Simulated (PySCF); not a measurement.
H2O2Y, SMILES [OH][Y][OH] (connectivity only; charge and spin as stated), neutral, multiplicity 2.

Coordinates come from a r2SCAN-D4/def2-TZVP optimisation. The def2 effective core potentials stand for the cores of Y; spin–orbit coupling is left out. The values are those of a single conformer.

Computed with B3LYP/def2-TZVPD run with PySCF.

Isolated molecule, no solvent.

```yaml
total_energy: -190.16324 hartree
point_group: C2v
"α spin, highest occupied and lowest empty level": -3.98 and -1.44 eV
"β spin, highest occupied and lowest empty level": -8.37 and -2.10 eV
dipole_moment: 0.21 D
quadrupole, principal values (traceless, Buckingham form, about the centre of nuclear charge): -1.89, -1.37, 3.25 D·Å
mean_static_polarisability: 117.6 bohr³ (17.43 Å³)
polarisability_principal_values: 91.1, 118.2, 143.6 bohr³
"⟨S²⟩": 0.750 (pure state 0.75)
```
